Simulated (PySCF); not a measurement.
GeF2, SMILES [F][Ge][F] (connectivity only; charge and spin as stated), neutral, multiplicity 1.

The structure is a stationary point at B3LYP-D3(BJ)/def2-TZVP. The isomer is the one that the SMILES or the coordinates give; other isomers of the formula were not compared.

These are TDA-CAM-B3LYP/def2-SVPD run with PySCF values and carry that method's errors.

Vertical excitations.  State labels are in the subgroup C2v.

Computed lowest excited states:
```json
[
 {"state": "S1", "symmetry": "B1", "energy (eV)": "5.71", "λ (nm)": "217", "f": "0.157", "main pairs": "HOMO→LUMO 96 %"},
 {"state": "S2", "symmetry": "A2", "energy (eV)": "7.02", "λ (nm)": "177", "f": "0.000", "main pairs": "HOMO−1→LUMO 99 %"},
 {"state": "S3", "symmetry": "B2", "energy (eV)": "7.73", "λ (nm)": "160", "f": "0.023", "main pairs": "HOMO−2→LUMO 68 %, HOMO→LUMO+1 29 %"},
 {"state": "S4", "symmetry": "B1", "energy (eV)": "8.12", "λ (nm)": "153", "f": "0.024", "main pairs": "HOMO−4→LUMO 97 %"},
 {"state": "S5", "symmetry": "A1", "energy (eV)": "8.42", "λ (nm)": "147", "f": "0.089", "main pairs": "HOMO−3→LUMO 51 %, HOMO→LUMO+2 38 %, HOMO→LUMO+3 9 %"},
 {"state": "S6", "symmetry": "B2", "energy (eV)": "8.65", "λ (nm)": "143", "f": "0.414", "main pairs": "HOMO→LUMO+1 63 %, HOMO−2→LUMO 24 %"},
 {"state": "S7", "symmetry": "A2", "energy (eV)": "8.74", "λ (nm)": "142", "f": "0.000", "main pairs": "HOMO−5→LUMO 98 %"},
 {"state": "S8", "symmetry": "A1", "energy (eV)": "8.95", "λ (nm)": "139", "f": "0.338", "main pairs": "HOMO−3→LUMO 38 %, HOMO→LUMO+2 28 %, HOMO→LUMO+3 20 %, HOMO−1→LUMO+1 7 %"},
 {"state": "S9", "symmetry": "A1", "energy (eV)": "9.21", "λ (nm)": "135", "f": "0.002", "main pairs": "HOMO→LUMO+3 68 %, HOMO→LUMO+2 29 %"},
 {"state": "S10", "symmetry": "A1", "energy (eV)": "9.88", "λ (nm)": "125", "f": "0.063", "main pairs": "HOMO−1→LUMO+1 87 %"},
 {"state": "T1", "symmetry": "B1", "energy (eV)": "3.69", "λ (nm)": "336", "f": "0", "main pairs": "HOMO→LUMO 98 %"},
 {"state": "T2", "symmetry": "B2", "energy (eV)": "6.39", "λ (nm)": "194", "f": "0", "main pairs": "HOMO→LUMO+1 96 %"},
 {"state": "T3", "symmetry": "A2", "energy (eV)": "6.86", "λ (nm)": "181", "f": "0", "main pairs": "HOMO−1→LUMO 98 %"},
 {"state": "T4", "symmetry": "B2", "energy (eV)": "7.00", "λ (nm)": "177", "f": "0", "main pairs": "HOMO−2→LUMO 98 %"}
]
```
Triplets are in the Tamm–Dancoff approximation.
